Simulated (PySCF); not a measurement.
Method used: PySCF 2.14.0, PBE0-D3(BJ)/def2-SVP geometry optimisation, gas phase. One conformer each, none proved a minimum here. Atom numbers follow the mapped SMILES.

Problem. Rank these C–C bonds from shortest to longest.
A. C3–C5 in `[CH3:1][O:2][C:3](=[O:4])[CH:5]([CH3:6])[CH3:7]` with C1–O2–C3–O4 -1°, O2–C3–C5–C6 171°
B. C5–C6 in `[GeH3:1][O:2][c:3]1[cH:4][cH:5][cH:6][c:7]2[c:8]1[CH2:9]2` with Ge1–O2–C3–C4 -4°
C. C4–C8 in `[CH2:1]=[C:2]1[CH2:3][C@@H:4]([C:5](=[O:6])[OH:7])[C@@H:8]1[CH3:9]` with C3–C4–C5–O6 9°, C4–C5–O7–H -177°, C1–C2–C3–C4 -155°, C2–C3–C4–C5 -134°, C3–C4–C8–C9 139°, C1–C2–C8–C4 155°

Solution. B (1.408 Å), A (1.514 Å), C (1.564 Å).

- 1.408 Å: aromatic, both ends aromatic CH carbon, in a 6-membered ring
- 1.514 Å: drawn single, ester carbonyl carbon to sp3 carbon next to a carbonyl
- 1.564 Å: drawn single, sp3 carbon next to a carbonyl to allylic carbon, in a 4-membered ring

Problem. Order these C–C–C angles, narrowest first.
A. C1–C2–C3 in `[CH2:1]=[C:2]1[CH2:3][C@@H:4]([C:5](=[O:6])[OH:7])[C@@H:8]1[CH3:9]` with C3–C4–C5–O6 9°, C4–C5–O7–H -177°, C1–C2–C3–C4 -155°, C2–C3–C4–C5 -134°, C3–C4–C8–C9 139°, C1–C2–C8–C4 155°
B. C7–C9–C8 in `[GeH3:1][O:2][c:3]1[cH:4][cH:5][cH:6][c:7]2[c:8]1[CH2:9]2` with Ge1–O2–C3–C4 -4°
C. C6–C5–C7 in `[CH3:1][O:2][C:3](=[O:4])[CH:5]([CH3:6])[CH3:7]` with C1–O2–C3–O4 -1°, O2–C3–C5–C6 171°

Solution. B (53.7°), C (112.7°), A (134.5°).
